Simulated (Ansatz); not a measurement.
Geometry optimisation, Ansatz, RKS PBE/STO-3G.

input.yaml

```yaml
crystal:
  periodic: [false, false, false]
  atoms:
    - { symbol: O, position_ang: [-0.3491, -2.1464, 1.9568] }
    - { symbol: C, position_ang: [-0.3247, -1.6337, 0.8702] }
    - { symbol: C, position_ang: [-0.25, -1.1107, -0.3248] }
    - { symbol: C, position_ang: [-0.3202, 0.3272, -0.4767] }
    - { symbol: F, position_ang: [-1.7024, 0.7577, -0.3598] }
    - { symbol: C, position_ang: [0.6678, 1.2893, 0.001] }
    - { symbol: O, position_ang: [0.439, 1.0734, -1.3873] }
    - { symbol: H, position_ang: [-0.0209, -1.7206, -1.1845] }
    - { symbol: H, position_ang: [0.3443, 2.2241, 0.4841] }
    - { symbol: H, position_ang: [1.5993, 0.8885, 0.4238] }
basis:
  gaussian: { orbitals: STO-3G }
hamiltonian:
  xc: pbe
relax:
  f_tol: 0.02
  max_steps: 40
scf:
  lower_state_search: "off"
output:
  orbitals: {}
```

Run as:

```bash
$ ansatz run input.yaml --threads 1 --pin off --max-ram 2048MiB --backend cpu --events-out ev --progress --plain --runs-dir out
```

Task: Where does it end, and by what steps?

Result: The forces met the threshold. The force dipped under the threshold on the way, but the program's further checks kept it going. Limits of this set-up: minimal basis. After 14 steps the energy has fallen by 0.751 eV; H8 moved furthest, 0.82 Å.

```tsv
step	energy less start (eV)	largest force component (eV/Å)	accepted
0	0.0000	5.382	yes
1	-0.5875	2.554	yes
2	-0.6904	0.589	yes
3	-0.7042	0.157	yes
4	-0.7109	0.251	yes
5	-0.7218	0.439	yes
6	-0.7304	0.370	yes
7	-0.7397	0.283	yes
8	-0.7448	0.293	yes
9	-0.7402	0.621	no
10	-0.7484	0.097	yes
11	-0.7491	0.085	yes
12	-0.7508	0.047	yes
13	-0.7512	0.015	yes
14	-0.7513	0.016	yes
```

```xyz
10
Properties=species:S:1:pos:R:3
O 0.353 -2.138 1.908
C -0.034 -1.674 0.835
C -0.444 -1.132 -0.320
C -0.390 0.381 -0.559
F -1.610 0.904 -0.985
C 0.600 1.278 0.185
O 0.808 0.944 -1.259
H -0.835 -1.778 -1.122
H 0.317 2.330 0.411
H 1.318 0.832 0.909
```

Time of the run: 110 s on 1 thread of Intel(R) Xeon(R) Processor @ 2.50GHz (Skylake/Cascade Lake), on a shared host, peak memory 0.12 GiB.
